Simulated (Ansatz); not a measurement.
(Br2Al-mu-OH)3 (Al3Br6O3H3). Charge 0, multiplicity 3. Geometry r2SCAN-D4/def2-SVP, that of the neutral singlet; atoms count from 1.

```xyz
15

Al   -1.096    1.169    1.127
Br   -2.938    0.628    2.333
Br   -0.267    3.252    1.087
O     0.208   -0.045    1.615
Al    1.673   -0.724    0.717
Br    3.289    0.822    0.557
Br    2.054   -2.777    1.600
O     0.881   -1.012   -0.927
Al   -0.279    0.009   -1.939
Br    0.790    1.762   -2.839
Br   -1.468   -1.455   -3.196
O    -1.413    0.559   -0.588
H    -0.023   -0.556    2.410
H     0.929   -1.938   -1.218
H    -2.340    0.307   -0.739
```

An occupied level of the charge 0 triplet lies above an empty one (by up to 0.07 eV), so this SCF solution is probably not the lowest. The gap within one spin of the charge 0 triplet nearly closes, so an electron or hole may be smeared out by delocalisation error. At PBE-D4/def2-SVP a singlet of charge 0 lies 5.49 eV below the triplet at the same geometry.

**Question.** Estimate the Mulliken populations from the PBE/def2-SVP orbitals of Ansatz.

**Answer.** 
| atom | charge (e) | spin (α − β) |
| --- | --- | --- |
| Al1 | 0.56 | 0.22 |
| Br2 | -0.20 | 0.15 |
| Br3 | -0.13 | 0.20 |
| O4 | -0.39 | -0.02 |
| Al5 | 0.56 | 0.22 |
| Br6 | -0.13 | 0.20 |
| Br7 | -0.20 | 0.15 |
| O8 | -0.39 | -0.03 |
| Al9 | 0.55 | 0.24 |
| Br10 | -0.10 | 0.26 |
| Br11 | -0.20 | 0.15 |
| O12 | -0.39 | -0.03 |
| H13 | 0.16 | 0.10 |
| H14 | 0.16 | 0.10 |
| H15 | 0.16 | 0.10 |
Mulliken values and Mayer orders depend strongly on the basis.

**Question.** Where does the spin sit?

**Answer.** Summed by element: Al 0.67, Br 1.11, O -0.08, H 0.30, of 2 unpaired in all. Largest on single atoms: Br10 0.26, Al9 0.24, Al5 0.22.

**Question.** And the Mayer bond orders between bonded heavy atoms (over 0.3)?

**Answer.** Al1–Br2 1.00 (2.27 Å); Al1–Br3 0.99 (2.24 Å); Al1–O4 0.64 (1.85 Å); Al1–O12 0.64 (1.85 Å); O4–Al5 0.64 (1.85 Å); Al5–Br6 0.99 (2.24 Å); Al5–Br7 1.00 (2.27 Å); Al5–O8 0.64 (1.85 Å); O8–Al9 0.64 (1.85 Å); Al9–Br10 0.96 (2.24 Å); Al9–Br11 1.00 (2.27 Å); Al9–O12 0.64 (1.85 Å).
